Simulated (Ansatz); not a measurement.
Program: Ansatz. Geometries: PBE0-D4/def2-TZVP. ΔE: electronic, gas phase. CCSD(T)/CBS is the MP2 limit (def2-TZVPP, def2-QZVPP) plus CCSD(T) − MP2 in def2-TZVPP, frozen cores. This one scheme is used for every species. Functionals use def2-TZVPP. One conformer a species, not always the lowest.

`N[SiH](Cl)Cl` + `N[SiH3]` → `[SiH3]N[SiH](Cl)Cl` + NH₃  (ligand exchange at the Si–N bond)

| level | ΔE (kJ/mol) | difference from CCSD(T)/CBS |
| --- | --- | --- |
| B97M-V | -10.4 | 3.5 |
| B2PLYP | -9.0 | 4.9 |
| revPBE | -6.4 | 7.5 |
| r2SCANh | -8.6 | 5.3 |
| CAM-B3LYP | -5.1 | 8.8 |
| RPA@PBE/def2-TZVPP | -15.8 | -1.9 |
| HF/def2-TZVPP | -6.0 | 7.9 |
| CCSD(T)/def2-TZVPP | -14.4 | -0.5 |
| MP2/def2-QZVPP | -14.3 | -0.4 |
| CCSD/CBS(def2) | -12.4 | 1.5 |
| CCSD(T)/CBS | -13.9 | 0 |

Largest T1 diagnostic among the species: 0.010.

In def2-TZVPP, CCSD(T) changes the Hartree–Fock value by −8.5 kJ/mol (the triples alone add −1.5 kJ/mol) and MP2 by −8.6 kJ/mol. The D4 term adds −7.0 kJ/mol with B3LYP and −4.2 kJ/mol with PBE0; it sums over pairs of atoms, weighted by their polarisabilities, and B3LYP, whose exchange is more repulsive, gets the larger term. Leaving LDA and LC-ωPBE aside and taking each functional with its dispersion term where it has one, the values, not all of them listed here, spread over 4.0 kJ/mol, from BHLYP-D4 to B2PLYP.

B3LYP here is the variant with VWN-RPA as its local correlation; programs differ in this.
